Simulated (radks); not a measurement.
Species: Dy4+. Configuration: [Xe] 4f8. All-electron calculation, scalar-relativistic Kohn-Sham, exchange-only r2SCAN, spin-polarised, spherical densities, finite nucleus; open shells are filled with parallel spins first (spin-orbit coupling, left out, can overturn this in heavy ions); meta-GGA in the generalised Kohn-Sham scheme; Fermi nuclear charge, rms radius 5.2218 fm. Program: a radial shooting solver on a logarithmic mesh with Libxc functionals.

Unscreened Slater integrals over Kohn-Sham orbitals (cm^-1). They are taken over the spin-up orbitals. Empty in this configuration: 5d.

integral,value
"F0(4f,4f)",269490
"F2(4f,4f)",129330
"F4(4f,4f)",81393
"F6(4f,4f)",58627
"F0(4f,5p)",168240
"F2(4f,5p)",57571
"G2(4f,5p)",27749
"G4(4f,5p)",22011
"F0(4f,5s)",185990
"G3(4f,5s)",32642
"F0(4f,5d)",133370
"F2(4f,5d)",35746
"F4(4f,5d)",17772
"G1(4f,5d)",15459
"G3(4f,5d)",13294
"G5(4f,5d)",10332
"F0(5p,5p)",139830
"F2(5p,5p)",75945
"F0(5p,5s)",148130
"G1(5p,5s)",100080
"F0(5p,5d)",118730
"F2(5p,5d)",59836
"G1(5p,5d)",71670
"G3(5p,5d)",44706
"F0(5s,5s)",158650
"F0(5s,5d)",123170
"G2(5s,5d)",47634
"F0(5d,5d)",105700
"F2(5d,5d)",56094
"F4(5d,5d)",37559

Derived for the open shells (J is the average intra-shell exchange parameter used in DFT+U). 4f: F4/F2 = 0.629, F6/F2 = 0.453, J = (286 F2 + 195 F4 + 250 F6)/6435 = 10490 cm^-1.
